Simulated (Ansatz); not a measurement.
Two isomers of CH7FOSi2: A = `C[Si](O)(F)[SiH3]`, B = `C[SiH](F)[SiH2]O`.

Isolated molecules relaxed with PBE0-D4/def2-TZVP in Ansatz; ΔE leaves out vibrations. CCSD(T)/CBS is the MP2 limit (def2-TZVPP, def2-QZVPP) plus CCSD(T) − MP2 in def2-TZVPP, frozen cores. Functionals use def2-TZVPP. B3LYP here is the variant with VWN-RPA as its local correlation; programs differ in this. Each species was taken in one conformer, which may not be the lowest.

A:

Z-matrix (Å, degrees):
```
C
Si 1 1.857
H 1 1.093 2 110.9
H 1 1.093 2 110.8 3 -120.2
H 1 1.094 2 110.8 3 120.3
O 2 1.640 1 112.1 3 -60.6
F 2 1.608 1 106.2 3 -179.6
Si 2 2.342 1 115.1 3 60.4
H 6 0.959 2 118.9 1 -48.9
H 8 1.488 2 109.9 1 -60.2
H 8 1.486 2 110.9 1 179.1
H 8 1.489 2 109.8 1 58.7
```

B:

Z-matrix (Å, degrees):
```
C
Si 1 1.860
H 1 1.094 2 109.9
H 1 1.093 2 110.9 3 119.5
H 1 1.092 2 111.2 3 -119.6
F 2 1.616 1 108.3 3 -176.2
Si 2 2.354 1 113.0 3 65.5
H 2 1.491 1 110.1 3 -59.7
O 7 1.656 2 111.2 1 60.6
H 7 1.493 2 109.9 1 -175.6
H 7 1.486 2 110.3 1 -56.2
H 9 0.958 7 117.0 2 60.4
```

(1) Which is lower in electronic energy at CCSD(T)/CBS, and by how much? (Best estimate.)

(2) Give E(B) − E(A) in kJ/mol with LDA (SPW92), CCSD(T)/def2-SVP, B3LYP-D4, r2SCAN-D4, PBE-D4, B3LYP, PBE0-D4. (Estimate.)

(3) Does the order hold for the free energy at 298.15 K (harmonic terms from PBE0-D4)? (An estimate is asked.)

Largest T1 diagnostic: 0.012.

Answers

(1) Computed: A, by 37.2 kJ/mol.

(2) Computed: LDA (SPW92) 41.8, CCSD(T)/def2-SVP 41.1, B3LYP-D4 36.3, r2SCAN-D4 38.3, PBE-D4 36.6, B3LYP 34.4, PBE0-D4 37.5. None reverses the order clearly.

(3) Ansatz gave: Yes: G(B) − G(A) = +37.5 kJ/mol, for one conformer each. Modes under 60 cm⁻¹, often nearly free rotors, make the harmonic entropy too high.

In def2-TZVPP, CCSD(T) changes the Hartree–Fock value by +4.3 kJ/mol (the triples alone add +0.6 kJ/mol) and MP2 by +3.0 kJ/mol. Leaving LDA and LC-ωPBE aside and taking each functional with its dispersion term where it has one, the values, not all of them listed here, spread over 3.4 kJ/mol, from BLYP-D4 to r2SCAN0-D4. LDA lies +6.3 kJ/mol from PBE without D4.
